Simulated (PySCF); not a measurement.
Hf(OH)4 cation (H4HfO4), SMILES [Hf]([OH])([OH])([OH])[OH] (connectivity only; charge and spin as stated), charge +1, multiplicity 2. Atoms are numbered in the order given.

```xyz
9

Hf     0.0000     0.0000     0.0000
O      1.1613    -1.1613     1.0544
H      1.7159    -1.7159     1.6326
O     -1.1613     1.1613     1.0544
H     -1.7159     1.7159     1.6326
O      1.1613     1.1613    -1.0544
H      1.7159     1.7159    -1.6326
O     -1.1613    -1.1613    -1.0544
H     -1.7159    -1.7159    -1.6326
```
Charge +1, spin multiplicity 2.

Coordinates come from a PBE-D3(BJ)/def2-SVP optimisation. The multiplicity is an assumed one; no other spin state was optimised. The isomer is the one that the SMILES or the coordinates give; other isomers of the formula were not compared. The def2 effective core potentials stand for the cores of Hf; spin–orbit coupling is left out. The values are those of a single conformer.

These are TDA-PBE0/def2-SVPD (PySCF) values and carry that method's errors.

Vertical excitations; the highest root listed may be one member of a degenerate set. The molecule is in vacuum.

### Question
List the lowest excited states. (The exact figures need the calculation; the answer reports its results.)

### Answer

```
state    energy (eV)  λ (nm)      f                                     main pairs
-------  -----------  ------  -----  ---------------------------------------------
root 1          0.30    4129  0.002  β HOMO−2→LUMO, β HOMO−1→LUMO (degenerate set)
root 2          0.30    4128  0.002    β HOMO−3→LUMO, β HOMO→LUMO (degenerate set)
root 3          0.60    2058  0.000                            β HOMO−4→LUMO 100 %
root 4          1.27     976  0.000                             β HOMO−6→LUMO 99 %
root 5          1.30     952  0.062    β HOMO→LUMO, β HOMO−3→LUMO (degenerate set)
root 6          1.30     952  0.062  β HOMO−1→LUMO, β HOMO−2→LUMO (degenerate set)
root 7          2.00     619  0.084                             β HOMO−5→LUMO 94 %
root 8          5.13     242  0.002                 β HOMO−7→LUMO (degenerate set)
root 9          5.13     242  0.002                 β HOMO−8→LUMO (degenerate set)
root 10         5.37     231  0.000                             β HOMO−9→LUMO 99 %
```
Unrestricted roots are not spin-pure.
